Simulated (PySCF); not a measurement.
A TDDFT job, as run on `C(CCl)B(F)F`.

The calculation used TDDFT wB97X-D/def2-SVPD, vertical, gas phase, core orbitals frozen in the response (PySCF).

Input of the driver that calls PySCF (job settings, then Cartesian coordinates in Å):

```
{"job": {"kind": "uv", "xc": "wB97X-D", "basis": "def2-SVPD", "nstates": 8, "ntriplets": 3}, "charge": 0, "multiplicity": 1}
F     -2.5342    -0.1566     0.8543
B     -1.4850     0.2040     0.1489
F     -1.7500     1.0652    -0.8099
C     -0.0373    -0.3596     0.4425
C      1.0371     0.1787    -0.4933
Cl     2.6335    -0.5157    -0.0895
H     -0.0551    -1.4515     0.3834
H      0.2346    -0.1319     1.4771
H      1.1347     1.2599    -0.4072
H      0.8307    -0.0878    -1.5290
```

The self-consistent field part of the output:

```
coarse grid: 9536 points
cycle   1  E = -762.8719840259  dE =  6.640e-01  |g| = 6.524e-01  |ddm| = 3.920e+00
cycle   2  E = -762.8791750741  dE = -7.191e-03  |g| = 7.067e-01  |ddm| = 1.436e+00
cycle   3  E = -762.9597201337  dE = -8.055e-02  |g| = 4.511e-02  |ddm| = 5.964e-01
cycle   4  E = -762.9601717235  dE = -4.516e-04  |g| = 1.814e-02  |ddm| = 1.000e-01
cycle   5  E = -762.9602575490  dE = -8.583e-05  |g| = 4.817e-03  |ddm| = 3.209e-02
cycle   6  E = -762.9602635399  dE = -5.991e-06  |g| = 1.101e-03  |ddm| = 1.073e-02
final grid: 90072 points
cycle   7  E = -763.0509650800  dE = -9.515e-05  |g| = 6.286e-03  |ddm| = 1.366e-01
cycle   8  E = -763.0509672960  dE = -2.216e-06  |g| = 6.182e-03  |ddm| = 2.356e-02
cycle   9  E = -763.0509740345  dE = -6.738e-06  |g| = 5.352e-04  |ddm| = 5.304e-03
cycle  10  E = -763.0509741077  dE = -7.321e-08  |g| = 2.658e-04  |ddm| = 2.203e-03
cycle  11  E = -763.0509741237  dE = -1.604e-08  |g| = 5.295e-05  |ddm| = 6.405e-04
cycle  12  E = -763.0509741245  dE = -7.890e-10  |g| = 1.379e-05  |ddm| = 1.035e-04
converged SCF energy = -763.0509741245
```

What follows in the output?

```
Static polarisability (au): isotropic 51.908, principal 42.824 48.631 64.270

Singlet excitations
state   eV       nm        f      main configurations
  1   7.4951    165.4   0.00080   H-1->L+2 0.68, H-1->L 0.22
  2   7.5347    164.6   0.00170   H->L+2 0.66, H->L 0.24
  3   8.3466    148.5   0.00403   H->L+1 0.73, H-2->L+1 0.20
  4   8.4578    146.6   0.02727   H-1->L 0.40, H-1->L+3 0.38, H-1->L+2 0.12
  5   8.5032    145.8   0.05150   H->L 0.41, H->L+3 0.33, H->L+2 0.16
  6   8.7504    141.7   0.00318   H-1->L+1 0.95
  7   9.1285    135.8   0.00749   H-2->L+1 0.71, H->L+1 0.21
  8   9.3645    132.4   0.00536   H->L+3 0.45, H-2->L 0.21, H->L 0.11

Triplet excitations (Tamm-Dancoff, eV): 6.8400 6.8661 7.7709
```

The SCF starts on a coarse grid; the energy jumps when the final grid takes over, and dE counts afresh there. The run used 165 basis functions and 12 SCF iterations for the ground state.

Hardware: Intel Xeon at 2.50 GHz, one thread, shared host with 64 logical CPUs at a one-minute load of 62. Cost: 60 s wall (grids of density and orbitals included), 0.70 GiB resident at most.

What frontier levels and dipole did the ground state of this run have?

HOMO -10.57 eV, LUMO 1.62 eV, dipole 0.48 D.

Geometry: GFN2-xTB, one conformer, isolated molecule.

wB97X-D is run here without its empirical dispersion term; that term would change no orbital, density or response property at a fixed geometry.
